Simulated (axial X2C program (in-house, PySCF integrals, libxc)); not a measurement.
**Which molecule has these constants?**

Computed with an in-house all-electron X2C program for linear molecules (integrals from PySCF), spin-free (one-electron X2C) or two-component (2c: spin–orbit coupling with atomic mean-field Coulomb and Gaunt terms, which also bring small scalar terms), in Dyall basis sets with cores contracted in-house; open shells are unrestricted.

A two-component PBE0 calculation in a Dyall 3-zeta basis gave Re = 2.993 Å, ωe = 113.9 cm⁻¹, Ω = 1/2.

Question: Which molecule is it?
A. AlI⁻
B. InI⁻
C. GaI⁻
D. BI⁻

Answer: B. The others have AlI⁻ 2.762 Å and 209.5 cm⁻¹ (Ω = 1/2); GaI⁻ 2.815 Å and 137.6 cm⁻¹ (Ω = 1/2); BI⁻ 2.354 Å and 346.3 cm⁻¹ (Ω = 1/2).

Each entry is the lowest single determinant of a limited PBE0 search at one distance. De goes to single-determinant-based atoms at the same level (for ions the charge split of lowest energy) and is withheld (n/a) where an atom does not fit its ground term or J level. Main or longest-lived isotopes. Some light 2c atoms are not at their ground J level, so De misses part of their lowering (0.04 eV or less). The functionals have no current term, which raises determinants with orbital currents.
